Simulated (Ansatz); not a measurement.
Reaction (formal exchange of groups at the Si–S bond): `CO[SiH2]S[SiH2]OC` + `[AlH3]` → `CO[SiH2][AlH2]` + `CO[SiH2]S`

Computed with Ansatz on PBE0-D4/def2-TZVP structures; ΔE is electronic, products minus reactants. CCSD(T)/CBS adds triple-zeta CCSD(T) − MP2 to the extrapolated MP2 energy (def2 sets, frozen cores). This one scheme is used for every species. DFT in def2-TZVPP. B3LYP here is the variant with VWN-RPA as its local correlation; programs differ in this. HSE06 is defined as in plane-wave codes. Each species was taken in one conformer, which may not be the lowest.

```json
{"level": "LDA (SPW92)", "ΔE (kcal/mol)": "16.5", "difference from CCSD(T)/CBS": "-2.7"}
{"level": "PBE-D4", "ΔE (kcal/mol)": "16.5", "difference from CCSD(T)/CBS": "-2.7"}
{"level": "revPBE-D4", "ΔE (kcal/mol)": "17.8", "difference from CCSD(T)/CBS": "-1.4"}
{"level": "BLYP-D4", "ΔE (kcal/mol)": "18.9", "difference from CCSD(T)/CBS": "-0.3"}
{"level": "r2SCAN-D4", "ΔE (kcal/mol)": "18.9", "difference from CCSD(T)/CBS": "-0.3"}
{"level": "B97M-V", "ΔE (kcal/mol)": "21.1", "difference from CCSD(T)/CBS": "1.9"}
{"level": "PBE0-D4", "ΔE (kcal/mol)": "17.6", "difference from CCSD(T)/CBS": "-1.6"}
{"level": "B3LYP-D4", "ΔE (kcal/mol)": "19.4", "difference from CCSD(T)/CBS": "0.2"}
{"level": "r2SCANh-D4", "ΔE (kcal/mol)": "19.1", "difference from CCSD(T)/CBS": "-0.1"}
{"level": "r2SCAN0-D4", "ΔE (kcal/mol)": "19.3", "difference from CCSD(T)/CBS": "0.1"}
{"level": "HSE06-D4", "ΔE (kcal/mol)": "17.5", "difference from CCSD(T)/CBS": "-1.7"}
{"level": "CAM-B3LYP-D4", "ΔE (kcal/mol)": "19.3", "difference from CCSD(T)/CBS": "0.1"}
{"level": "ωB97X-V", "ΔE (kcal/mol)": "18.8", "difference from CCSD(T)/CBS": "-0.4"}
{"level": "ωB97M-V", "ΔE (kcal/mol)": "20.5", "difference from CCSD(T)/CBS": "1.3"}
{"level": "B2PLYP", "ΔE (kcal/mol)": "17.7", "difference from CCSD(T)/CBS": "-1.5"}
{"level": "PBE-QIDH", "ΔE (kcal/mol)": "18.4", "difference from CCSD(T)/CBS": "-0.8"}
{"level": "PBE", "ΔE (kcal/mol)": "13.7", "difference from CCSD(T)/CBS": "-5.5"}
{"level": "revPBE", "ΔE (kcal/mol)": "12.0", "difference from CCSD(T)/CBS": "-7.2"}
{"level": "BLYP", "ΔE (kcal/mol)": "13.4", "difference from CCSD(T)/CBS": "-5.8"}
{"level": "r2SCAN", "ΔE (kcal/mol)": "18.0", "difference from CCSD(T)/CBS": "-1.2"}
{"level": "PBE0", "ΔE (kcal/mol)": "15.0", "difference from CCSD(T)/CBS": "-4.2"}
{"level": "r2SCANh", "ΔE (kcal/mol)": "18.1", "difference from CCSD(T)/CBS": "-1.1"}
{"level": "r2SCAN0", "ΔE (kcal/mol)": "18.2", "difference from CCSD(T)/CBS": "-1.0"}
{"level": "HSE06", "ΔE (kcal/mol)": "15.0", "difference from CCSD(T)/CBS": "-4.2"}
{"level": "BHLYP", "ΔE (kcal/mol)": "17.0", "difference from CCSD(T)/CBS": "-2.2"}
{"level": "CAM-B3LYP", "ΔE (kcal/mol)": "16.6", "difference from CCSD(T)/CBS": "-2.6"}
{"level": "RPA@PBE/def2-TZVPP", "ΔE (kcal/mol)": "17.7", "difference from CCSD(T)/CBS": "-1.5"}
{"level": "HF/def2-SVP", "ΔE (kcal/mol)": "18.1", "difference from CCSD(T)/CBS": "-1.1"}
{"level": "CCSD/def2-SVP", "ΔE (kcal/mol)": "18.2", "difference from CCSD(T)/CBS": "-1.0"}
{"level": "CCSD(T)/def2-SVP", "ΔE (kcal/mol)": "18.6", "difference from CCSD(T)/CBS": "-0.6"}
{"level": "HF/def2-TZVPP", "ΔE (kcal/mol)": "17.4", "difference from CCSD(T)/CBS": "-1.8"}
{"level": "MP2/def2-TZVPP", "ΔE (kcal/mol)": "21.6", "difference from CCSD(T)/CBS": "2.4"}
{"level": "SCS-MP2/def2-TZVPP", "ΔE (kcal/mol)": "20.2", "difference from CCSD(T)/CBS": "1.0"}
{"level": "CCSD/def2-TZVPP", "ΔE (kcal/mol)": "17.9", "difference from CCSD(T)/CBS": "-1.3"}
{"level": "CCSD(T)/def2-TZVPP", "ΔE (kcal/mol)": "18.5", "difference from CCSD(T)/CBS": "-0.7"}
{"level": "HF/def2-QZVPP", "ΔE (kcal/mol)": "17.4", "difference from CCSD(T)/CBS": "-1.8"}
{"level": "MP2/def2-QZVPP", "ΔE (kcal/mol)": "22.0", "difference from CCSD(T)/CBS": "2.8"}
{"level": "SCS-MP2/def2-QZVPP", "ΔE (kcal/mol)": "20.6", "difference from CCSD(T)/CBS": "1.4"}
{"level": "HF/CBS(def2)", "ΔE (kcal/mol)": "17.4", "difference from CCSD(T)/CBS": "-1.8"}
{"level": "CCSD/CBS(def2)", "ΔE (kcal/mol)": "18.5", "difference from CCSD(T)/CBS": "-0.7"}
{"level": "CCSD(T)/CBS", "ΔE (kcal/mol)": "19.2", "difference from CCSD(T)/CBS": "0"}
```

Largest T1 diagnostic among the species: 0.012.

Leaving LDA and LC-ωPBE aside and taking each functional with its dispersion term where it has one, the values spread over 4.6 kcal/mol, from PBE-D4 to B97M-V. LDA lies +2.8 kcal/mol from PBE without D4. From PBE to PBE0 (25 % exact exchange), in def2-TZVPP and without D4, ΔE moves by +1.3 kcal/mol. In def2-TZVPP, CCSD(T) changes the Hartree–Fock value by +1.1 kcal/mol (the triples alone add +0.7 kcal/mol) and MP2 by +4.2 kcal/mol.
